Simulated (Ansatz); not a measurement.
Input file for H₆NPSi₂, SMILES `[SiH3]N1[SiH2]P1`:

```yaml
crystal:
  periodic: [false, false, false]
  atoms:
    - {symbol: Si, position_ang: [-0.933957, 1.190266, -0.636262]}
    - {symbol: N, position_ang: [-0.094242, -0.232010, -0.174188]}
    - {symbol: Si, position_ang: [0.443185, -1.278899, 1.064465]}
    - {symbol: P, position_ang: [1.193704, -1.162359, -0.981699]}
    - {symbol: H, position_ang: [-1.394184, 1.061791, -2.043881]}
    - {symbol: H, position_ang: [-2.097937, 1.361117, 0.271846]}
    - {symbol: H, position_ang: [-0.071708, 2.401779, -0.542781]}
    - {symbol: H, position_ang: [-0.475960, -2.358713, 1.485952]}
    - {symbol: H, position_ang: [1.185978, -0.684243, 2.199872]}
    - {symbol: H, position_ang: [2.328319, -0.350031, -0.640224]}
basis:
  gaussian: {orbitals: def2-SVP}
correlation: {method: ccsd_t}
```

```sh
$ ansatz run in.yaml --threads 2 --pin off --events-out ev --progress --plain --max-ram 4352MiB
```

Log, shortened:

```
Functional definition: HF
938 factors; integrals over basis functions are off by at most 1.2e-3 eV
mean field evaluation 1: about -26561.6350 eV, gradient 2.9e1 eV
mean field evaluation 2: about -26561.6372 eV, gradient 2.9e1 eV
mean field evaluation 4: about -26564.0757 eV, gradient 3.8e0 eV
mean field evaluation 8: about -26564.1304 eV, gradient 2.1e-4 eV
mean field -26564.13042505 eV, -976.2137873061 hartree, gradient 1.5e-6 eV, S^2 0.000000; 0 other end points of the search recorded, 0 dependent functions left out
16 core orbitals not correlated: weight in the atoms' cores, before any rotation towards them, 1.000 or more for the frozen orbitals, at most 0.000 for the correlated occupied ones
reference -26564.13042505 eV, -976.2137873061 hartree; 12, 12 occupied and 70, 70 virtual orbitals, 938 factors
second order -12.97894696 eV of doubles, -0.00000000 eV of singles
cycle   1  -13.91152011 eV  change   -9.3e-1 eV  update   1.0e-1
cycle   2  -14.44361193 eV  change   -5.3e-1 eV  update   3.2e-2
cycle   3  -14.53489186 eV  change   -9.1e-2 eV  update   1.4e-2
cycle   4  -14.52865637 eV  change    6.2e-3 eV  update   3.9e-3
cycle   5  -14.52864277 eV  change    1.4e-5 eV  update   1.6e-3
cycle   6  -14.52830936 eV  change    3.3e-4 eV  update   5.4e-4
cycle   7  -14.52822479 eV  change    8.5e-5 eV  update   1.8e-4
cycle   8  -14.52828331 eV  change   -5.9e-5 eV  update   6.4e-5
cycle   9  -14.52827896 eV  change    4.3e-6 eV  update   2.4e-5
perturbative correction -0.47367573 eV, -0.0174072620 hartree
Total energy: -26579.13237974 eV, -976.7650989723 hartree
```

It took 3.3 s on 2 threads of an Intel Xeon Platinum 8375C on a shared host, with 0.34 GiB of host memory at the peak.

The correlation energy is -15.002 eV, 3.2 % of it from (T); the T1 diagnostic reads 0.0137.
